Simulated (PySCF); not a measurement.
Species: C8H7F3O.
Atom-mapped SMILES: `[CH2:1]=[C:2]1[CH:3]=[C:4]([C:5]([F:6])([F:7])[F:8])/[C:9]1=[CH:10]/[O:11][CH3:12]` (hydrogens: H13, H14 on C1; H15 on C3; H16 on C10; H17, H18, H19 on C12)

Computed with PBE0-D3(BJ)/def2-SVP geometry optimisation, gas phase (PySCF 2.14.0).

Question: What internal coordinates does the optimisation give?

Answer: 
```json
{"bond": "C1=C2", "length (Å)": "1.334"}
{"bond": "C2–C3", "length (Å)": "1.484"}
{"bond": "C3=C4", "length (Å)": "1.362"}
{"bond": "C4–C5", "length (Å)": "1.486"}
{"bond": "C5–F6, C5–F7, C5–F8", "length (Å)": "1.337"}
{"bond": "C4–C9", "length (Å)": "1.473"}
{"bond": "C9=C10", "length (Å)": "1.338"}
{"bond": "C10–O11", "length (Å)": "1.342"}
{"bond": "O11–C12", "length (Å)": "1.404"}
{"bond": "C2–C9", "length (Å)": "1.497"}
{"bond": "C1–H13", "length (Å)": "1.093"}
{"bond": "C1–H14", "length (Å)": "1.092"}
{"bond": "C3–H15", "length (Å)": "1.090"}
{"bond": "C10–H16", "length (Å)": "1.097"}
{"bond": "C12–H17, C12–H18, C12–H19", "length (Å)": "1.102"}
```

Bonds in one row agree within 0.01 Å and their mean is given. A selection of angles:
```json
{"angle": "C2–C1–H13", "degrees": "121.2"}
{"angle": "C2–C1–H14", "degrees": "120.2"}
{"angle": "H13–C1–H14", "degrees": "118.6"}
{"angle": "C1–C2–C3", "degrees": "136.6"}
{"angle": "C1–C2–C9", "degrees": "135.5"}
{"angle": "C3–C2–C9", "degrees": "87.8"}
{"angle": "C2–C3–C4", "degrees": "91.7"}
{"angle": "C2–C3–H15", "degrees": "134.4"}
{"angle": "C4–C3–H15", "degrees": "133.9"}
{"angle": "C3–C4–C5", "degrees": "133.6"}
{"angle": "C3–C4–C9", "degrees": "93.6"}
{"angle": "C5–C4–C9", "degrees": "132.8"}
{"angle": "C4–C5–F6", "degrees": "111.5"}
{"angle": "F6–C5–F7", "degrees": "107.8"}
{"angle": "C4–C9–C10", "degrees": "136.2"}
{"angle": "C2–C9–C4", "degrees": "86.9"}
{"angle": "C2–C9–C10", "degrees": "136.9"}
{"angle": "C9–C10–O11", "degrees": "122.0"}
{"angle": "C9–C10–H16", "degrees": "120.9"}
{"angle": "O11–C10–H16", "degrees": "117.1"}
{"angle": "C10–O11–C12", "degrees": "116.2"}
{"angle": "O11–C12–H17", "degrees": "107.2"}
{"angle": "O11–C12–H18", "degrees": "111.6"}
{"angle": "H17–C12–H18", "degrees": "108.8"}
```

Dihedral angles: C1–C2–C3–C4 180° (antiperiplanar); C2–C3–C4–C5 179° (antiperiplanar); C3–C4–C5–F6 10° (synperiplanar); C3–C4–C9–C10 -179° (antiperiplanar); C4–C9–C10–O11 180° (antiperiplanar); C9–C10–O11–C12 -175° (antiperiplanar); C1–C2–C9–C4 180° (antiperiplanar). The mirror-image conformer, all signs reversed, is as good.

The 2 C–O bonds span 1.342 Å (C10–O11, drawn single) to 1.404 Å (O11–C12, drawn single), a spread of 0.062 Å. The 4-membered ring C2–C3–C4–C9 has internal angles of 86.9° to 93.6° (sum 360°, against 360° for a flat polygon); it is planar, 0.00 Å rms from its mean plane, widest ring torsion 0°. The C–C distances run from 1.334 Å (C1=C2, drawn double) to 1.497 Å (C2–C9, drawn single), a spread of 0.163 Å. Of the pairs four or more bonds apart, H16···H19 is among the closest relative to their van der Waals radii: 2.50 Å, 104 % of the sum of Bondi's values.

Point group: C1 (no symmetry element, even within 0.4 Å). Whether it is a minimum is left open (no frequencies). The numbers are those of one conformer.

On an AMD EPYC 7R43 with 2 threads, shared host with 256 logical CPUs at a one-minute load of 27, this took 2.7 min wall, 7.0 min CPU and 1.0 GiB of memory at its peak. That covers the optimisation of the geometry.
